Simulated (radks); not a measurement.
Problem. Sr VII, configuration [Ar] 3d8 4s2 4p2 5p2 (not the ground configuration). Method: scalar-relativistic Kohn-Sham, PBE, spin-polarised, spherical densities, finite nucleus; open shells are filled with parallel spins first (spin-orbit coupling, left out, can overturn this in heavy ions); Fermi nuclear charge, rms radius 4.224 fm; computed with a radial shooting solver on a logarithmic mesh with Libxc functionals. Some entries of the table are withheld. Estimate them.

orbital  occ.  eigenvalue (eV)  r(max) (bohr)  <r> (bohr)
1s up       1        -16089.92        0.02554     0.03917
1s down     1        -16089.43        0.02554     0.03916
2s up       1        -2313.373         0.1451      0.1724
2s down     1        -2310.294         0.1451      0.1723
2p up       3        -2072.802         0.1161      0.1503
2p down     3        -2070.254         0.1160      0.1502
3s up       1        -473.6005         0.4311      0.4820
3s down     1        -469.1607         0.4317      0.4827
3p up       3        -395.6753         0.4246      0.4846
3p down     3        -391.1430         0.4253      0.4854
3d up       5        -268.6099         0.3659      0.4697
3d down     3        -263.6421         0.3671      0.4709
4s up       1        -140.2323          1.077       1.159
4s down     1        -135.4498          1.077       1.164
4p up       2        -117.2018          1.143       1.241
4p down     0        -112.5521          1.146       1.250
4d up       0         -82.1949          1.285       1.433
4d down     0         -77.9237          1.300       1.449
5s up       0         -61.4394          2.290       2.333
5s down     0         -57.7333          2.263       2.306
5p up       2         -53.4791            (1)       2.514
4f up       0         -50.2360          1.519       1.819
4f down     0         -46.4245          1.568       1.827
6p up       0         -29.6515          4.377       4.253

Solution. 
(1) 5p up r(max) (bohr): 2.469
